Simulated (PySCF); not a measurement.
# Trend along the alkaline earths: MAl cations

CCSD(T) with double-zeta basis sets in PySCF, for the lowest determinant that a PBE0 search found; no spin–orbit coupling. De refers to high-spin ground-configuration atoms (the charge goes to the atom of lower measured ionisation energy or higher electron affinity, which is not always the lowest computed limit).

| M | basis | reference, frozen orbitals | charged atom | state (unpaired electrons) | Re (Å) | ωe (cm⁻¹) | De (eV) |
| --- | --- | --- | --- | --- | --- | --- | --- |
| Be | def2-SVP | RHF, 5 | Al+ | singlet (closed shell) | 2.912 | 199 | 0.34 |
| Mg | x2c-SVPall | RHF, 6 | Al+ | singlet (closed shell) | 3.182 | 171 | 0.74 |
| Ca | pcseg-1 | RHF, 10 | Al+ | singlet (closed shell) | 3.530 | 161 | 1.23 |
| Sr | def2-SVP | RHF, 5 | Sr+ | singlet (closed shell) | 3.671 | 132 | 1.23 |

The shortest bond is that of BeAl⁺ (2.912 Å), the longest that of SrAl⁺ (3.671 Å).

The rows differ in basis set, which adds steps of its own.

Down a group the atoms grow and get heavier, so bonds lengthen and wavenumbers fall; this series shows no clear exception.

Correlated steps freeze the inner cores (5 to 10 orbitals); shallow outer-core shells are correlated. Weak bonds: BeAl⁺. Basis-set superposition, not corrected here, can be much of De in a small basis, most of all at correlated wavefunction levels. For an ion De counts to the pair picked by the measured ionisation energies or electron affinities, which need not be the lowest pair at this level. Where the molecule has an RHF reference, its open-shell atoms are computed with UHF. The CCSD T1 diagnostic is raised in BeAl⁺, SrAl⁺, a sign that a single reference may not be enough there.
